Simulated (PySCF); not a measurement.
CH₆BeGe, SMILES [CH3][Be][GeH3]. Atoms are numbered in the order given.

```xyz
9

Be     0.0000     0.0000    -1.3065
C      0.0000     0.0000    -2.9795
H     -1.0166    -0.0204    -3.3883
H      0.5260    -0.8702    -3.3883
H      0.4906     0.8906    -3.3883
Ge     0.0000     0.0000     0.8987
H      1.4194    -0.0612     1.5030
H     -0.6567     1.2598     1.5030
H     -0.7627    -1.1986     1.5030
```
Charge 0, spin multiplicity 1.

The structure is a stationary point at PBE0-D3(BJ)/def2-TZVP.

Calculation: PBE0-D3(BJ)/def2-TZVP (PySCF).

Frequencies are harmonic and unscaled.

Modes within 1.5 cm⁻¹ of each other (mostly degenerate sets) share a row, with their intensities summed.

```
mode   ν (cm⁻¹)  IR (km/mol)  moving atoms (share of kinetic energy)
-----  --------  -----------  --------------------------------------
1            27          0.0                                 H 100 %
2–3         167         23.8                         Be 54 %, H 41 %
4           329          0.0        C 48 %, Ge 23 %, Be 15 %, H 13 %
5–6         406         13.0                         H 85 %, Be 10 %
7–8         649         55.1                 H 63 %, Be 19 %, C 18 %
9           801        137.0                                  H 97 %
10–11       889         71.2                                  H 99 %
12         1000         80.8                 Be 72 %, H 16 %, C 11 %
13         1234         70.7                          H 71 %, C 26 %
14–15      1430          5.8                                  H 95 %
16         2115         69.9                                  H 99 %
17–18      2117        262.6                                  H 98 %
19         3024          0.8                                  H 97 %
20–21      3100         14.0                           H 91 %, C 9 %
```
